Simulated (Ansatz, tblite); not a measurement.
Cost and result up the ladder for SbI₃ (4 atoms). Charge 0, multiplicity 1. Geometry: PBE-D4/def2-SVP.

```xyz
4

Sb    0.2912    0.2401   -0.8730
I     2.2394   -0.3921    0.9845
I    -1.3618   -1.9651   -0.6494
I    -1.1688    2.1172    0.5379
```

Ansatz on 4 threads of Intel Xeon on a shared host; xTB runs through tblite on one thread. Times are rough, summed over both states, and most runs start from the orbitals of an earlier one. PBE0-D4/def2-TZVP serves as the yardstick here, not as an exact answer. The other state is a triplet.

In the def2 sets I, Sb take a core potential; there is no spin–orbit coupling. The xTB rows come from tblite.

xTB has no spin-polarisation term.

```json
{"level": "GFN1-xTB", "functions": "36", "wall time": "0.01 s", "vertical triplet (eV)": "4.52", "difference from PBE0-D4/def2-TZVP (eV)": "1.50"}
{"level": "GFN2-xTB", "functions": "36", "wall time": "0.016 s", "vertical triplet (eV)": "3.98", "difference from PBE0-D4/def2-TZVP (eV)": "0.95"}
{"level": "PBE-D4/def2-TZVP", "functions": "200", "wall time": "8.4 s", "vertical triplet (eV)": "2.86", "difference from PBE0-D4/def2-TZVP (eV)": "-0.16"}
{"level": "r2SCAN-D4/def2-TZVP (with forces)", "functions": "200", "wall time": "9.9 s", "vertical triplet (eV)": "2.92", "difference from PBE0-D4/def2-TZVP (eV)": "-0.10"}
{"level": "PBE0-D4/def2-TZVP", "functions": "200", "wall time": "14 s", "vertical triplet (eV)": "3.02", "difference from PBE0-D4/def2-TZVP (eV)": "0.00"}
```
